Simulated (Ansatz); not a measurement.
The same path of CH2FOSi (6 atoms, charge -1, multiplicity 1) was run twice with different band settings. Lost on the way: O1–H5. Made: Si2–H5.

The calculation used Ansatz 0.2.0, RKS PBE0-D4/def2-SVP.

Relaxed end points:

```xyz
6
Properties=species:S:1:pos:R:3
O -1.292 0.382 -1.189
Si 0.199 1.151 -0.703
C 0.751 0.000 0.529
F 0.029 -1.162 0.872
H -1.355 -0.417 -0.648
H 1.668 0.046 1.140
```

```xyz
6
Properties=species:S:1:pos:R:3
O -1.920 -0.148 -1.243
Si -0.561 0.265 -0.589
C 0.519 -0.355 0.626
F 0.399 -1.505 1.384
H 0.123 1.545 -1.046
H 1.440 0.198 0.868
```

Common settings: spring 5.0 eV/Å²; optimiser quadratic models (default); start path through a guess of the saddle point; force threshold 0.03 eV/Å; iteration limit 60; end points relaxed.

| run | movable images | climbing image |
| --- | --- | --- |
| 1 | 5 | yes |
| 2 | 4 | no |

(1) What does each run give, and how far can it be trusted?

Answers

(1) Run 1: converged after 40 iterations, highest image 2.549 eV above the first end. Beside the main top the profile has a ripple of under 15 meV (maxima at images 2, 4), which may be a very shallow well or noise. Neighbouring images differ by up to 2.3 eV, so the band resolves the path poorly. A vibrational analysis at the climbing image gives one clearly imaginary mode, 1504i cm⁻¹: a first-order saddle point.
Run 2: converged after 35 iterations, highest image 1.032 eV above the first end. The profile has 2 maxima (images 1, 4) with wells between them (image 2): this band takes more than one step, which may be the mechanism or a detour left from its start path. No image climbed, so the highest image needn't sit at the top of the path. A band with more images between the same ends climbed to 2.55 eV, so this one has probably stepped over the top.
The orbitals stay closed-shell, which can raise the energy where a bond breaks towards radicals; this wasn't checked here. Limits of this set-up: an anion without diffuse functions, the dipole of an ion depends on the origin.
